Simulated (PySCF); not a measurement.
C₄H₃FOS, SMILES c1(F)cc(O)sc1.

Coordinates come from a ωB97X-D3(BJ)/def2-SVP optimisation. The values are those of a single conformer.

Method: TDDFT-LC-ωPBE/def2-SVPD (PySCF).

Vertical excitations.  State labels are in the subgroup Cs.

Question: Estimate the UV-visible absorptions. (The exact figures need the calculation; the answer reports its results.)

Answer: 
| state | symmetry | energy (eV) | λ (nm) | f | main pairs |
|---|---|---|---|---|---|
| S1 | A" | 5.33 | 233 | 0.000 | HOMO→LUMO 67 % |
| S2 | A' | 5.63 | 220 | 0.107 | HOMO→LUMO+1 95 % |
| S3 | A" | 6.04 | 205 | 0.000 | HOMO−1→LUMO 57 %, HOMO−1→LUMO+5 13 % |
| S4 | A' | 6.24 | 199 | 0.094 | HOMO−1→LUMO+1 81 % |
| S5 | A" | 6.72 | 185 | 0.000 | HOMO→LUMO+3 56 %, HOMO→LUMO+2 26 % |
| S6 | A" | 7.04 | 176 | 0.001 | HOMO→LUMO+2 38 %, HOMO→LUMO+3 20 %, HOMO→LUMO+5 13 %, HOMO→LUMO+13 11 % |
| S7 | A" | 7.48 | 166 | 0.001 | HOMO→LUMO+5 38 %, HOMO−1→LUMO+2 20 %, HOMO→LUMO+2 9 %, HOMO−1→LUMO+3 7 % |
| S8 | A' | 7.60 | 163 | 0.312 | HOMO→LUMO+4 50 %, HOMO→LUMO+8 32 %, HOMO−1→LUMO+1 14 % |
| S9 | A" | 7.63 | 162 | 0.008 | HOMO−1→LUMO+2 24 %, HOMO−1→LUMO+3 20 %, HOMO−1→LUMO 10 %, HOMO→LUMO+5 9 % |
| S10 | A" | 7.97 | 156 | 0.013 | HOMO−1→LUMO+3 41 %, HOMO−1→LUMO+2 18 % |
| T1 | A' | 3.53 | 351 | 0 | HOMO→LUMO+1 89 % |
| T2 | A' | 4.79 | 259 | 0 | HOMO−1→LUMO+1 75 %, HOMO→LUMO+8 14 % |
| T3 | A" | 5.01 | 248 | 0 | HOMO→LUMO 58 %, HOMO→LUMO+5 10 % |
| T4 | A" | 5.70 | 218 | 0 | HOMO−1→LUMO 48 %, HOMO−1→LUMO+5 13 %, HOMO→LUMO 13 % |
Triplets are in the Tamm–Dancoff approximation, which puts them higher than full response would, so one can lie above its singlet here.
